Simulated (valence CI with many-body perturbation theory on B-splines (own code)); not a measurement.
# From CI to CI+MBPT in Ba²⁴⁺

Calculated by valence CI with perturbative core correlation (CI+MBPT): four valence electrons over a frozen Dirac-Fock core [Ar] 3d10, a basis of 11 s, 11 p, 9 d, 7 f, 5 g, 2 h, 1 i functions for each j, with the one-electron correlation potential Σ1, the two-electron term Σ2, the three-electron term Σ3, Breit, model QED; selected CI, second order for the rest (own B-spline code, finite nucleus).

No measured spectrum was set against this ion. As an estimate, levels hold to about 250 cm⁻¹ or 0.2 % of their energy and the worst to 1 %, as in measured heavy ions of charge 2 to 7; those with d or f electrons hold less well.

Each rung adds one term. CI alone is the Dirac-Coulomb CI over the frozen core; QED comes last and gives the full result, which names the levels. Energies are above (4s^2 4p1/2^2) J=0 on the same rung, in cm⁻¹.

Levels are named by their leading jj configuration (3d3/2^4 stands for four electrons in 3d with j = 3/2), which in mixed levels can hold well under half, so a name can repeat and another be missing. Letters in brackets count levels of one name in rising energy.

```csv
Level,CI alone,Σ1,Σ2,Σ3,Breit,QED,Full
(4s^2 4p1/2 4p3/2) J=1,143498,+970,+798,+71,-2160,+281,143459
(4s^2 4p1/2 4p3/2) J=2,165366,+996,+439,+23,-2288,+283,164820
(4s^2 4p3/2^2) J=2,325375,+1978,+1045,+46,-4414,+553,324583
(4s^2 4p3/2^2) J=0,376290,+2000,+96,-99,-4281,+537,374543
(4s 4p1/2^2 4p3/2) J=2,570481,+918,+3011,+238,-476,-2565,571608
(4s 4p1/2^2 4p3/2) J=1,650458,+940,-110,+113,-501,-2496,648404
(4s 4p1/2 4p3/2^2) J=2 [a],710598,+1647,+3161,+249,-2211,-2269,711174
(4s 4p1/2 4p3/2^2) J=3,749954,+1755,+2454,+214,-2630,-2225,749522
(4s 4p1/2 4p3/2^2) J=0,795287,+1799,+1120,+77,-2312,-2281,793691
(4s 4p1/2 4p3/2^2) J=1 [a],814488,+1874,-5,+100,-2560,-2232,811664
(4s 4p1/2 4p3/2^2) J=2 [b],815891,+1587,+177,+185,-2803,-1846,813191
(4s 4p1/2 4p3/2^2) J=1 [b],866772,+1754,-6423,-21,-2111,-2358,857614
(4s^2 4p1/2 4d3/2) J=2,904282,+878,-266,+179,-3680,-464,900929
(4s 4p3/2^3) J=2,949075,+2348,+539,+157,-4574,-1604,945941
(4s^2 4p1/2 4d5/2) J=3,967968,+922,-1158,+162,-4782,-23,963089
(4s^2 4p1/2 4d3/2) J=1,993089,+679,-6268,-47,-3547,-264,983641
(4s^2 4p1/2 4d5/2) J=2,994273,+972,-5553,+32,-4270,-305,985149
(4s 4p3/2^3) J=1,1038200,+2569,-5515,0,-4392,-1832,1029030
(4s^2 4p3/2 4d5/2) J=4,1093370,+1791,+803,+249,-6867,+274,1089620
(4s^2 4p3/2 4d3/2) J=2,1115780,+1579,-4924,+72,-5658,-9,1106840
(4s^2 4p3/2 4d3/2) J=0,1126490,+1536,-4194,+72,-5582,+80,1118400
(4s^2 4p3/2 4d3/2) J=3,1134450,+1542,-5354,+22,-5944,+99,1124820
(4s^2 4p3/2 4d3/2) J=1,1141010,+1708,-5285,+27,-5752,-75,1131630
(4s^2 4p3/2 4d5/2) J=2,1162780,+1911,-5473,+23,-6369,-1,1152870
(4s^2 4p3/2 4d5/2) J=3,1210750,+1779,-6943,-145,-6531,+209,1199120
(4s^2 4p3/2 4d5/2) J=1,1229850,+1901,-6404,-256,-6356,+86,1218820
(4p1/2^2 4p3/2^2) J=2,1262070,+1462,-608,+288,-775,-4782,1257660
(4s 4p1/2^2 4d3/2) J=1,1314490,+420,+2742,+399,-1784,-2972,1313290
(4p1/2^2 4p3/2^2) J=0,1323990,+1696,-2872,+132,-745,-4948,1317250
(4s 4p1/2^2 4d3/2) J=2,1333180,+582,+1972,+376,-2051,-3017,1331040
(4s 4p1/2^2 4d5/2) J=3,1370690,+817,+1857,+397,-2935,-2842,1367990
```

The middle columns are the shifts that each term adds.

Problem. How does the ionisation energy move along the ladder, and which term matters most?

Solution. CI alone 809.16, + Σ1 810.64, + Σ2 810.65, + Σ3 810.54, + Breit 809.84, + QED 809.87 eV. The largest step is Σ1, 1.48 eV. NIST lists 809 ± 4 eV (theoretical).
